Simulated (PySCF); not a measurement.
Spectrum to structure. Method: TDDFT PBE0/def2-SVPD, vertical, gas phase, core orbitals frozen in the response (PySCF 2.14.0, density-fitted response routines). Geometries: GFN2-xTB, one conformer each.

| state | E (eV) | λ (nm) | f |
| --- | --- | --- | --- |
| S1 | 5.85 | 211.8 | 0.0046 |
| S2 | 6.57 | 188.6 | 0.0081 |
| S3 | 6.68 | 185.7 | 0.020 |
| S4 | 7.13 | 173.8 | 0.045 |
| S5 | 7.43 | 166.9 | 0.0066 |
| S6 | 7.74 | 160.2 | 0.015 |

Triplets computed (Tamm–Dancoff): 5.65, 6.46 eV.

**Question.** Which candidate is it? All have the formula C6H15N.
A. `CNCC(C)(C)C`
B. `C(C(C)(C)C)CN`
C. `C[C@@H]([C@H](C)N)CC`
D. `CCCCCCN`

**Answer.** A. Its S1, at 5.85 eV, is the lowest among the candidates; the nearest of the others has S1 at 6.12 eV. S1 is HOMO→LUMO (88%), HOMO→LUMO+1 (10%). Löwdin shares by element: HOMO nitrogen 58%, carbon 19% or more, hydrogen 5% or more (atoms not listed hold the other 17%); LUMO carbon 37% or more (atoms not listed hold the other 63%). At the same level the other candidates give, for their lowest levels:
- `CCCCCCN`: 6.20 eV (f 0.008); 7.06 eV (f 0.000); 7.17 eV (f 0.010); 7.23 eV (f 0.033); 7.67 eV (f 0.003); T1 5.92 eV; HOMO -6.77, LUMO 0.81 eV
- `CC(C)(C)CCN`: 6.12 eV (f 0.021); 6.77 eV (f 0.007); 7.14 eV (f 0.007); 7.15 eV (f 0.007); 7.95 eV (f 0.051); T1 5.87 eV; HOMO -6.71, LUMO 0.59 eV
- `CC[C@@H](C)[C@H](C)N`: 6.24 eV (f 0.026); 6.86 eV (f 0.017); 6.96 eV (f 0.003); 7.09 eV (f 0.003); 7.84 eV (f 0.002); T1 6.01 eV; HOMO -6.73, LUMO 0.68 eV

The values belong to the conformer `[CH3:1][NH:2][CH2:3][C:4]([CH3:5])([CH3:6])[CH3:7]`: C1–N2–C3–C4 176°, N2–C3–C4–C5 -175°.

Without π bonds the low states may be Rydberg-like; a valence basis with one diffuse set may place them up to an eV too high.
